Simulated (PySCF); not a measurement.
In⁺: excitation energy

In⁺ [Kr] 4d10 5s2 (1S) → In⁺ [Kr] 4d9 5s2 5p1 (high-spin determinant), as a difference of total energies. Computed with PySCF 2.14 in x2c-QZVPPall (13s9p7d4f1g, 112 functions), with scalar relativity by spin-free X2C-1e. Correlated levels: valence and next inner shell: [Ar] 3d10 frozen. The calculations carry no spin-orbit coupling.

```tsv
method	excitation energy (eV)
UHF	18.032
LDA	19.170
PBE	18.951
PBE0	18.898
r2SCAN	18.962
M06-L	19.369
B3LYP	18.887
PBEsol	19.008
MP2 (valence and next inner shell)	19.220
SCS-MP2 (valence and next inner shell)	19.062
```

How much does correlation contribute at MP2 (valence and next inner shell)?

19.220 − (18.032) = 1.188 eV, measured against UHF.

A first-order spin-orbit estimate (lowest level to lowest level, LS coupling) adds -0.200 eV.

The upper state lies above the first ionisation limit, where it may autoionise and the basis confines it.

The basis was made for the ground configuration and has no added diffuse functions, so the excitation energy can come out too high.

The determinant of the upper state mixes LS terms, which raises its energy above the lowest term, most at the Hartree-Fock and MP2 levels.
